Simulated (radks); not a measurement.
Charge is removed step by step from the 3s down level of the lanthanum ion La39+, starting from [Ne] 3s(up 1, down 1) 3p6. All-electron calculation, scalar-relativistic Kohn-Sham, SCAN, spin-polarised, spherical densities, finite nucleus; meta-GGA in the generalised Kohn-Sham scheme; Fermi nuclear charge, rms radius 4.855 fm. Program: a radial shooting solver on a logarithmic mesh with Libxc functionals.

removed (e) = 0: E - E(0) (eV) 0.000; eigenvalue (eV) -3146.6
removed (e) = 0.1: E - E(0) (eV) 314.98; eigenvalue (eV) -3154.9
removed (e) = 0.2: E - E(0) (eV) 630.80; eigenvalue (eV) -3163.2
removed (e) = 0.3: E - E(0) (eV) 947.41; eigenvalue (eV) -3171.5
removed (e) = 0.4: E - E(0) (eV) 1264.9; eigenvalue (eV) -3179.7
removed (e) = 0.5: E - E(0) (eV) 1583.2; eigenvalue (eV) -3188.0
removed (e) = 0.6: E - E(0) (eV) 1902.3; eigenvalue (eV) -3196.2
removed (e) = 0.7: E - E(0) (eV) 2222.2; eigenvalue (eV) -3204.4
removed (e) = 0.8: E - E(0) (eV) 2542.9; eigenvalue (eV) -3212.5
removed (e) = 0.9: E - E(0) (eV) 2864.5; eigenvalue (eV) -3220.6

The mean slope of the eigenvalue, de/dn, is 82.2 eV per electron.
